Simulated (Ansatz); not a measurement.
System: sum formula HSiO, charge 1, multiplicity 1. It need not be the lowest isomer of its formula. 
Coordinates optimised at B3LYP-D3(BJ)/def2-TZVP (Ansatz, a first-principles code):
SMILES: [OH+]=[Si]
```xyz
3

O      0.0000     0.0000    -0.8973
Si     0.0000     0.0000     0.6459
H      0.0000     0.0000    -1.8643
```
Charge +1, spin multiplicity 1.

### Question
Give the harmonic wavenumbers at B3LYP-D3(BJ)/def2-TZVP (Ansatz, finite differences of forces, unscaled).

### Answer
391, 391, 1121, 3790 cm⁻¹. Zero-point energy 8.1 kcal/mol.

### Question
From these and the geometry, give the ideal-gas thermochemistry at 298.15 K and 1 atm (rigid rotor, harmonic oscillator).

### Answer
Point group C∞v, rotational symmetry number 1. Rotational constants 18.03, 18.03 GHz. S(trans) 37.34, S(rot) 13.60, S(vib) 2.05, S(elec, spin only) 0.00, S 53.0 cal/(mol K). H(298) - H(0) 2.49 kcal/mol; G - E(el) -5.2 kcal/mol.
